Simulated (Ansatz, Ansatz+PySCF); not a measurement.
```yaml
atoms:
  - { symbol: N, position_ang: [0.0000, 0.0000, -0.9880] }
  - { symbol: N, position_ang: [0.0000, 0.0000, 0.9880] }
```

Basis set: STO-3G (spherical functions). Left uncorrelated: 2 orbitals. Charge 0, multiplicity 1.

Computed with Ansatz (development build ahead of 0.2.0); each method stands on the lowest determinant of its kind that the runs found. Restricted open shells among the atoms or ions are ROHF, correlated in semicanonical orbitals with singles. Restricted functionals stand beside restricted open-shell atoms, which can lie above the unrestricted atoms usual in DFT and then raise those values.

Q: Give the atomization energy at this shape (free ground-state atoms in the same class of orbitals less the molecule, no zero-point energy) of singlet N₂ by PBE0 (unrestricted), PBE0 (restricted), UHF-CCSD(T), UHF-MP2, RHF-MP2, RHF, UHF.

A:

| method | atomization energy |
| --- | --- |
| PBE0 (unrestricted) | 1.03 eV |
| PBE0 (restricted) | -3.63 eV |
| UHF-CCSD(T) | 0.40 eV |
| UHF-MP2 | -0.08 eV |
| RHF-MP2 | -7.42 eV |
| RHF | -9.87 eV |
| UHF | -0.17 eV |

Caution: the shape is not the minimum. Caution for PBE0 (unrestricted), UHF-CCSD(T), UHF-MP2, UHF: the unrestricted determinant is a mixture of spin states. Caution for PBE0 (restricted), RHF-MP2, RHF: an unrestricted determinant lies well below; the molecule lies well above its atoms at this level. Caution for UHF-CCSD(T), UHF-MP2, RHF-MP2: large amplitudes, a single reference is doubtful. Caution for UHF-CCSD(T), UHF-MP2, RHF-MP2, RHF, UHF: the determinant may break the point group. Caution for UHF-CCSD(T): the program doubts this total. Caution for UHF-MP2, RHF-MP2: another reference gives a lower total.

This basis has no polarisation functions and is too small for such energies, which can lie far from measured ones in either direction.
